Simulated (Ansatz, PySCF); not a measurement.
Energy difference 3 R1 + R2 → P1 + 4 P2, each structure at its B3LYP-D3(BJ)/def2-TZVP stationary point, reached from a drawn start (curvature not checked).
P1, H2O3Si (SMILES O=[Si](O)O) (charge 0, multiplicity 1, Z-matrix in Å and degrees):
```
Si
O 1 1.5154
O 1 1.6170 2 127.98
H 3 0.9632 1 115.50 2 0.00
O 1 1.6170 2 127.98 3 180.00
H 5 0.9632 1 115.50 2 0.00
```
P2: H2 (SMILES [H][H]), charge 0, multiplicity 1.
R1: H2O (SMILES O), charge 0, multiplicity 1.
R2: SiH4 (SMILES [SiH4]), charge 0, multiplicity 1.

P less R. No zero-point or thermal terms. One arrangement of each flexible species, with no search for the lowest.

Frozen-core correlation throughout.

The values were computed with Ansatz (Gaussian orbitals); PySCF for M06-2X and the D3/D4 terms. No computed number here is a measurement.

```csv
level,reaction energy (eV)
HF/cc-pV(T+d)Z,-0.353
PBE-D3(BJ)/def2-TZVPP,-0.654
BLYP/def2-TZVPP,-0.934
B97M-V/def2-TZVPP,-0.792
PBE0-D4/def2-TZVPP,-0.412
M06-2X/def2-TZVPP,-0.962
CAM-B3LYP-D3(BJ)/def2-TZVPP,-0.652
CCSD/cc-pV(Q+d)Z,…
CCSD(T)/cc-pV(Q+d)Z,…
```

**Question.** Fill in the missing entries.

**Answer.** 
- CCSD/cc-pV(Q+d)Z, reaction energy (eV): -0.608
- CCSD(T)/cc-pV(Q+d)Z, reaction energy (eV): -0.757

Ansatz is an electronic-structure program.
